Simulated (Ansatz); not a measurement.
# Energy profile

The step: AlH₃O₂ ([OH][AlH][OH]) + H₂S → AlH₃SO₂ ([OH][Al]([OH])[SH]) + H₂; bonds formed: H2–H5; dative contacts that become bonds: Al1–S6; bonds broken: Al1–H2, H5–S6 (atoms numbered as in the saddle structure below).

Al1  (-0.312, 0.093, 0.214)
H2  (-0.431, 1.362, -0.903)
O3  (-0.859, -1.399, -0.388)
O4  (-0.560, 0.747, 1.756)
H5  (0.723, 1.100, -0.956)
S6  (1.959, 0.219, -0.505)
H7  (-1.759, -1.708, -0.317)
H8  (-0.450, 0.262, 2.571)
H9  (1.687, -0.676, -1.472)
(Å)

Electronic energies by CCSD(T) at an estimated basis limit (MP2 extrapolated from triple and quadruple zeta, plus CCSD(T) − MP2 in triple zeta), on PBE0-D4/def2-TZVP structures; AlH₅SO₂, closed shell; no counterpoise correction. Program: Ansatz 0.2.0. Basis: def2-TZVPP and def2-QZVPP. Cores are frozen in the correlated methods. Extrapolation: Hartree–Fock as exp(−7.88 √X), correlation as X^−2.97.

Question: Give the profile in kcal/mol, counted from the separated reactants. (To be estimated.)

Answer: Computed:
| point | kcal/mol |
| --- | --- |
| separated: AlH₃O₂ (linked as [OH][AlH][OH]; Al1, H2, O3, O4, H7, H8; singlet) + H₂S (H5, S6, H9; singlet) | 0.00 |
| start structure | -9.66 |
| saddle | 8.16 |
| end structure | -23.07 |
| separated: AlH₃SO₂ (linked as [OH][Al]([OH])[SH]; Al1, O3, O4, S6, H7, H8, H9; singlet) + H₂ (H2, H5; singlet) | -21.95 |

T1 diagnostic: at most 0.013.

Exchanges of this kind with a chalcogen hydride build sulfide and selenide films.

For scale, one of the runs: CCSD(T)/def2-TZVPP, 216 basis functions, launched by `ansatz run in.yaml --threads 4 --pin off --events-out ev --progress --plain --max-ram 9574MiB`. Hardware: 4 CPU threads of an Intel Xeon, shared host. Wall time 76 s; peak host memory 3.1 GiB.
